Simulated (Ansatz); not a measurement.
This triplet is an excited state, 2.00 eV above the relaxed singlet at the level frozen-core CCSD(T)/cc-pVTZ // PBE0-D3(BJ)/def2-TZVP (Ansatz, a first-principles code).

Species: HClSSi, SMILES `S[Si]Cl` (excited triplet; H–S–Si–Cl torsion 90°) (charge 0, multiplicity 3).

Q: Give a relaxed geometry from PBE0-D3(BJ)/def2-TZVP run with Ansatz.

A: This is not unique; one that fits is the end point of this relaxation, one of several conformers (outside a Z-matrix the atoms follow the SMILES, hydrogens last).
Z-matrix (Å, degrees):
```
Si
Cl 1 2.0583
S 1 2.1075 2 121.13
H 3 1.3498 1 98.68 2 -89.77
```
